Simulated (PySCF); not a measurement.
Vertical excitations of a molecule C2H6F2Si from TDA-PBE/def2-SVPD in PySCF 2.14.0, as energy in eV (oscillator strength): 7.35 (0.008), 7.58 (0.002), 7.90 (0.038), 8.48 (0.001), 8.55 (0.022), 8.73 (0.001), 8.80 (0.025), 8.97 (0.008), 9.05 (0.225), 9.08 (0.006). Lowest triplet (TDA): 7.11 eV. Coordinates come from a r2SCAN-D4/def2-SVP optimisation. One conformer was computed; it need not be the lowest.

### Question
Identify the compound among the candidates.
A. CC[SiH](F)F
B. C[Si@H](F)CF
C. C[Si](C)(F)F
D. C[C@@H](F)[SiH2]F

### Answer
A, CC[SiH](F)F
